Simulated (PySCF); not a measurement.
# UHF on Mn (manganese, neutral)

Configuration: [Ar] 3d7, high-spin 4F determinant (an excited configuration). Calculation: PySCF 2.14, in dyall-av2z (16s12p7d2f, 101 functions); no relativity, point nucleus.

```
Total energy                                     : -1149.535880 hartree
One-electron energy                              : -1590.3221 hartree
Hartree (Coulomb) energy                         : 491.8039 hartree
Exchange energy                                  : -51.0176 hartree
Kinetic energy                                   : 1149.54367 hartree
⟨S²⟩                                             : 4.1600
⟨L²⟩                                             : 12.014
Sum of ⟨r⟩                                       : 20.65 bohr
Sum of ⟨r²⟩                                      : 37.55 bohr²
Density at the nucleus (Gaussians lack the cusp) : 10400 bohr⁻³
Spin density at the nucleus                      : -1.07 bohr⁻³
Langevin diamagnetic susceptibility              : -29.7 ×10⁻⁶ cm³/mol
```

```csv
shell,electrons,mean orbital energy (hartree),spread (hartree),"rms radius, mean of both spins (bohr)"
1s β,1,-240.33061,0,0.0713
1s α,1,-240.32912,0,0.0713
2s α,1,-28.92048,0,0.305
2s β,1,-28.82873,0,0.305
2p α,3,-24.62860,0,0.274
2p β,3,-24.53915,0,0.274
3s α,1,-3.72634,0,0.932
3s β,1,-3.43752,0,0.932
3p α,3,-2.44146,0,1.01
3p β,3,-2.09056,0,1.01
3d α,5,-0.37500,0.02639,2.04
3d β,2,-0.10135,0,2.04
```

⟨S²⟩ = 4.16 against 3.75 shows spin contamination.

Spin-orbit constants ζ (cm⁻¹) from the X2C one-electron operator on these orbitals (non-relativistic here): bare nucleus, nucleus screened by l(l+1)(2l+1)/3 electrons, and screened by the Breit-Pauli mean field of the electrons.

| shell | bare | screened nucleus | mean field |
| --- | --- | --- | --- |
| 2p | 57130 | 52560 | 50420 |
| 3p | 6562 | 6037 | 5746 |
| 3d | 530.7 | 318.4 | 281.0 |

To first order the Landé constant is A = -93.68 cm⁻¹, so the lowest level has J = 9/2 and lies 0.0523 eV below the centre of the term. This holds in LS coupling only.
